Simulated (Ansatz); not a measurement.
`C[S][AlH][OH]` + `C[N](C)[W]([OH])(=[S])=[S]` → `C[O][W](=[S])(=[S])[N](C)C` + `[OH][AlH][SH]`  (substitution at a C–S bond)

Program: Ansatz. Geometries: PBE0-D4/def2-TZVP. ΔE: electronic, gas phase. CBS: MP2 limit from def2 TZ/QZ plus the TZ coupled-cluster correction, frozen cores. DFT in def2-TZVPP. B3LYP here is the variant with VWN-RPA as its local correlation; programs differ in this. Elements past krypton have def2 core potentials. For W outer-core shells are correlated without core-valence functions, which leaves a few kJ/mol of doubt a bond. Each species was taken in one conformer, which may not be the lowest.

```tsv
level	ΔE (kcal/mol)	difference from CCSD(T)/CBS
revPBE-D4	5.7	0.0
BLYP-D4	3.9	-1.8
B97M-V	4.6	-1.1
BHLYP-D4	3.8	-1.9
ωB97X-V	4.8	-0.9
PBE	5.9	0.2
revPBE	5.8	0.1
BLYP	4.2	-1.5
r2SCAN	5.3	-0.4
B3LYP	4.4	-1.3
r2SCAN0	5.7	0.0
BHLYP	4.2	-1.5
HF/def2-SVP	-0.8	-6.5
CCSD/def2-TZVPP	4.1	-1.6
HF/CBS(def2)	2.9	-2.8
MP2/CBS(def2)	6.5	0.8
CCSD(T)/CBS	5.7	0
```

Largest T1 diagnostic among the species: 0.021, so the coupled-cluster value is less sure than usual.

In def2-TZVPP, CCSD(T) changes the Hartree–Fock value by +1.3 kcal/mol (the triples alone add +0.1 kcal/mol) and MP2 by +2.1 kcal/mol. Leaving LDA and LC-ωPBE aside and taking each functional with its dispersion term where it has one, the values, not all of them listed here, spread over 1.9 kcal/mol, from CAM-B3LYP-D4 to PBE0-D4. At CCSD(T), def2-SVP lies −5.8 kcal/mol from the extrapolated value and def2-TZVPP −1.5 kcal/mol.
